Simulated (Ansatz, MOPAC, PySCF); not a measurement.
Pair of molecules: CH4 (SMILES C) (first 5 atoms) with CH3Cl (SMILES CCl); geometry from B3LYP-D3(BJ)/def2-TZVP.
(charge 0, multiplicity 1):
```
atom    x (Å)    y (Å)    z (Å)
----  -------  -------  -------
C     -0.0214   0.0355  -0.0952
H      0.4119   0.5722   0.7471
H     -1.1086   0.0795  -0.0370
H      0.3077   0.4917  -1.0277
H      0.3016  -1.0049  -0.0701
C     -0.8227  -0.5867   3.4184
Cl     0.4348   0.6356   3.8003
H     -1.1411  -1.0486   4.3478
H     -1.6539  -0.0813   2.9367
H     -0.3892  -1.3245   2.7509
```

Interaction energies are E(AB) − E(A) − E(B) at the monomers' geometry in the complex; basis-set methods are counterpoise corrected. Rows marked so take none.

Cores are frozen in the correlated methods. CBS: X⁻³ extrapolation of the correlation energy, Hartree–Fock from the larger set. Rows in 3-21G, 6-31G* carry no dispersion term and start afresh at each structure (6-31G* with six Cartesian d functions). MP2/6-31G* freezes PySCF's default core. The state that AM1, PM3 reach isn't checked.

Programs: Ansatz (an electronic-structure program) with Gaussian orbitals; MOPAC for AM1, PM3 (differences of heats of formation); PySCF for 3-21G rows, 6-31G* rows, the dispersion terms. Each number belongs to the level named beside it.

Other levels give for the interaction energy: PBE/def2-TZVPPD -0.27; B3LYP/def2-TZVPPD 0.38; B3LYP-D3(BJ)/def2-TZVPPD -1.03; wB97M-V/def2-TZVPPD -0.91; CCSD(T)/CBS(aug-cc-pV(D+d)Z, aug-cc-pV(T+d)Z) -1.06 kcal/mol.

**Question.** What do these common cheap choices give for the same quantity: AM1, PM3, HF/6-31G* (no counterpoise), BP86/6-31G* (no counterpoise), B3LYP/3-21G (no counterpoise), B3LYP/6-31G* (no counterpoise), M06-2X/6-31G* (no counterpoise), MP2/6-31G*?

**Answer.** AM1 0.08; PM3 -0.40; HF/6-31G* (no counterpoise) 0.41; BP86/6-31G* (no counterpoise) 0.51; B3LYP/3-21G (no counterpoise) -0.54; B3LYP/6-31G* (no counterpoise) 0.06; M06-2X/6-31G* (no counterpoise) -1.11; MP2/6-31G* -0.02 kcal/mol. They span -1.11 to 0.51 kcal/mol.
